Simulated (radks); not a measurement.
Question: The niobium ion Nb28+, configuration [Ne] 3s2 3p1. All-electron calculation, Dirac Kohn-Sham, PBE, spin-unpolarised, spherical densities, finite nucleus; open shells fill j = l - 1/2 first; Fermi nuclear charge, rms radius 4.324 fm. Program: a radial shooting solver on a logarithmic mesh with Libxc functionals. Some entries of the table are withheld. Estimate them.

orbital,occ.,eigenvalue (eV),<1/r> (bohr^-1)
1s1/2,2,-20224.86,(1)
2s1/2,2,(2),9.777
2p1/2,2,-3787.399,9.727
2p3/2,4,-3688.576,9.291
3s1/2,2,(3),3.898
3p1/2,1,(4),3.839
3p3/2,0,(5),3.730

Answer: 
(1) 1s1/2 <1/r> (bohr^-1): 42.41
(2) 2s1/2 eigenvalue (eV): -3987.386
(3) 3s1/2 eigenvalue (eV): -1539.410
(4) 3p1/2 eigenvalue (eV): -1470.582
(5) 3p3/2 eigenvalue (eV): -1446.889
